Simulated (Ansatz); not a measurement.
`CCOBF` and `CCOB(F)F` differ in one atom or group.

Ansatz, PBE0-D4/def2-TZVP geometries, multiplicity 1. Each molecule was computed in one conformer, which needn't be the lowest.

| property | `CCOBF` |
| --- | --- |
| LUMO energy (ωB97M-V/def2-TZVPP) / eV | 2.15 |
| size of the dipole moment (B3LYP/def2-TZVPP) / D | 2.67 |
| LUMO energy (PBE/def2-TZVPP) / eV | -0.59 |
| zero-point energy (PBE0-D4/def2-TZVP) / kJ/mol | 228.5 |
| HOMO–LUMO gap (PBE0/def2-TZVPP) / eV | 9.55 |
| size of the dipole moment (ωB97M-V/def2-TZVPP) / D | 2.64 |

**Question.** What does the change do to each property? (Estimate.)

**Answer.** The calculation gave: 
```tsv
property	`CCOB(F)F`	shift
LUMO energy (ωB97M-V/def2-TZVPP) / eV	2.09	-0.06
size of the dipole moment (B3LYP/def2-TZVPP) / D	2.51	-0.16
LUMO energy (PBE/def2-TZVPP) / eV	0.01	0.60
zero-point energy (PBE0-D4/def2-TZVP) / kJ/mol	214.0	-14.5
HOMO–LUMO gap (PBE0/def2-TZVPP) / eV	10.12	0.57
size of the dipole moment (ωB97M-V/def2-TZVPP) / D	2.49	-0.15
```

With PBE0 the HOMO falls by 0.15 eV and the LUMO rises by 0.42 eV, so the gap widens by about 0.57 eV. PBE moves the HOMO by -0.10 eV and ωB97M-V by -0.15 eV. Dipoles are sizes alone; their direction can turn.

B3LYP here is the variant with VWN-RPA as its local correlation; programs differ in this.
